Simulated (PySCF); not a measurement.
hydrogen peroxide (H$_{2}$O$_{2}$), singlet, geometry from GFN2-xTB; B3LYP/6-31G** (PySCF).

Input for PySCF:
```python
from pyscf import gto, scf, dft

mol = gto.M(
    atom='''
O    -0.023120    0.709965   -0.012564
O     0.023120   -0.709965    0.012564
H     0.913898    0.942485   -0.032627
H    -0.913898   -0.942485    0.032627
''',
    basis='6-31g**',
    charge=0,
    spin=0,
    verbose=4,
)

mf = dft.RKS(mol)
mf.xc = 'b3lyp'
mf.kernel()
mf.analyze()
```

The log (banner, timings and long lists left out):

```
PySCF version 2.14.0

[INPUT] verbose = 4
[INPUT] num. atoms = 4
[INPUT] num. electrons = 18
[INPUT] charge = 0
[INPUT] spin (= nelec alpha-beta = 2S) = 0
[INPUT] symmetry False subgroup None
[INPUT] Mole.unit = angstrom
[INPUT] Symbol           X                Y                Z      unit          X                Y                Z       unit  Magmom
[INPUT]  1 O     -0.023120000000   0.709965000000  -0.012564000000 AA   -0.043690468000   1.341639408027  -0.023742519029 Bohr   0.0
[INPUT]  2 O      0.023120000000  -0.709965000000   0.012564000000 AA    0.043690468000  -1.341639408027   0.023742519029 Bohr   0.0
[INPUT]  3 H      0.913898000000   0.942485000000  -0.032627000000 AA    1.727016925788   1.781038526511  -0.061656094266 Bohr   0.0
[INPUT]  4 H     -0.913898000000  -0.942485000000   0.032627000000 AA   -1.727016925788  -1.781038526511   0.061656094266 Bohr   0.0

nuclear repulsion = 37.3135127521885
number of shells = 18
number of NR pGTOs = 68
number of NR cGTOs = 38
basis = 6-31g**
ecp = {}

******** <class 'pyscf.dft.rks.RKS'> ********
method = RKS
initial guess = minao
damping factor = 0
level_shift factor = 0
DIIS = <class 'pyscf.scf.diis.CDIIS'>
diis_start_cycle = 1
diis_space = 8
diis_damp = 0
SCF conv_tol = 1e-09
SCF conv_tol_grad = None
SCF max_cycles = 50
direct_scf = True
direct_scf_tol = 1e-13
XC library pyscf.dft.libxc version 7.1.2
    S. Lehtola, C. Steigemann, M. J. T. Oliveira, and M. A. L. Marques,  SoftwareX 7, 1–5 (2018)
XC functionals = b3lyp
    P. J. Stephens, F. J. Devlin, C. F. Chabalowski, and M. J. Frisch,  J. Phys. Chem. 98, 11623 (1994)
radial grids:
    Treutler-Ahlrichs [JCP 102, 346 (1995); DOI:10.1063/1.469408] (M4) radial grids

becke partition: Becke, JCP 88, 2547 (1988); DOI:10.1063/1.454033
pruning grids: <function nwchem_prune>
grids dens level: 3
symmetrized grids: False
atomic radii adjust function: <function treutler_atomic_radii_adjust>
small_rho_cutoff = 0
Set gradient conv threshold to 3.16228e-05
Initial guess from minao.
tot grids = 47784
init E= -151.618917976607
  HOMO = -0.326325817754146  LUMO = -0.0859125333124462  gap/eV = 6.54198
cycle= 1 E= -151.48578699325  delta_E= 0.133  |g|= 0.512  |ddm|=  1.8
  HOMO = -0.14302155256965  LUMO = 0.0952592835236624  gap/eV = 6.48395
cycle= 2 E= -151.482091427465  delta_E= 0.0037  |g|= 0.546  |ddm|= 0.713
  HOMO = -0.242328710182304  LUMO = 0.0370267109496494  gap/eV = 7.60165
cycle= 3 E= -151.53690114068  delta_E= -0.0548  |g|= 0.0436  |ddm|= 0.383
  HOMO = -0.236564892573947  LUMO = 0.0453042322727599  gap/eV = 7.67005
cycle= 4 E= -151.537254914076  delta_E= -0.000354  |g|= 0.00415  |ddm|= 0.0269
  HOMO = -0.236952771640889  LUMO = 0.0451019577531167  gap/eV = 7.67510
cycle= 5 E= -151.537258181664  delta_E= -3.27e-06  |g|= 0.000595  |ddm|= 0.00271
  HOMO = -0.237063843269026  LUMO = 0.0450228230090737  gap/eV = 7.67597
cycle= 6 E= -151.537258250592  delta_E= -6.89e-08  |g|= 3.72e-05  |ddm|= 0.000387
  HOMO = -0.237073950681993  LUMO = 0.0450146858485629  gap/eV = 7.67602
cycle= 7 E= -151.537258250889  delta_E= -2.97e-10  |g|= 1.78e-06  |ddm|= 2.89e-05
  HOMO = -0.237073880656475  LUMO = 0.0450147199991644  gap/eV = 7.67602
Extra cycle  E= -151.53725825089  delta_E= -1.19e-12  |g|= 4.75e-07  |ddm|= 1.97e-06
converged SCF energy = -151.53725825089
**** SCF Summaries ****
Total Energy =                        -151.537258250890261
Nuclear Repulsion Energy =              37.313512752188515
One-electron Energy =                 -282.544262485286083
Two-electron Energy =                   93.693491482207307
Two-electron Coulomb Energy =          111.587510348901418
DFT Exchange-Correlation Energy =      -17.894018866694115
HOMO-LUMO gap [eV] =                     7.676021804282227
**** MO energy ****
MO #1   energy= -19.1902122799971  occ= 2
MO #2   energy= -19.1901893618114  occ= 2
MO #3   energy= -1.11867513461226  occ= 2
MO #4   energy= -0.888770171565208 occ= 2
MO #5   energy= -0.518413737061018 occ= 2
MO #6   energy= -0.499207864145128 occ= 2
MO #7   energy= -0.395186072116459 occ= 2
MO #8   energy= -0.346418958987688 occ= 2
MO #9   energy= -0.237073880656475 occ= 2
MO #10  energy= 0.0450147199991644 occ= 0
MO #11  energy= 0.0778171122413189 occ= 0
MO #12  energy= 0.130337723793728  occ= 0
MO #13  energy= 0.747731327940517  occ= 0
MO #14  energy= 0.764592736626659  occ= 0
MO #15  energy= 0.835395766044049  occ= 0
MO #16  energy= 0.853606173877832  occ= 0
MO #17  energy= 0.911035111508276  occ= 0
 ** Mulliken pop on meta-lowdin orthogonal AOs  **
 ** Mulliken pop  **
pop of  0 O 1s            1.99995
pop of  0 O 2s            1.71446
pop of  0 O 3s            0.00497
pop of  0 O 2px           1.54713
pop of  0 O 2py           1.06345
pop of  0 O 2pz           1.99475
pop of  0 O 3px           0.00202
pop of  0 O 3py           0.00393
pop of  0 O 3pz           0.00092
pop of  0 O 3dxy          0.00122
pop of  0 O 3dyz          0.00104
pop of  0 O 3dz^2         0.00269
pop of  0 O 3dxz          0.00135
pop of  0 O 3dx2-y2       0.00490
pop of  1 O 1s            1.99995
pop of  1 O 2s            1.71446
pop of  1 O 3s            0.00497
pop of  1 O 2px           1.54713
pop of  1 O 2py           1.06345
pop of  1 O 2pz           1.99475
pop of  1 O 3px           0.00202
pop of  1 O 3py           0.00393
pop of  1 O 3pz           0.00092
pop of  1 O 3dxy          0.00122
pop of  1 O 3dyz          0.00104
pop of  1 O 3dz^2         0.00269
pop of  1 O 3dxz          0.00135
pop of  1 O 3dx2-y2       0.00490
pop of  2 H 1s            0.63785
pop of  2 H 2s            0.01650
pop of  2 H 2px           0.00116
pop of  2 H 2py           0.00026
pop of  2 H 2pz           0.00144
pop of  3 H 1s            0.63785
pop of  3 H 2s            0.01650
pop of  3 H 2px           0.00116
pop of  3 H 2py           0.00026
pop of  3 H 2pz           0.00144
 ** Mulliken atomic charges  **
charge of    0O =     -0.34278
charge of    1O =     -0.34278
charge of    2H =      0.34278
charge of    3H =      0.34278
Dipole moment(X, Y, Z, Debye):  0.00000, -0.00000,  0.00000
```
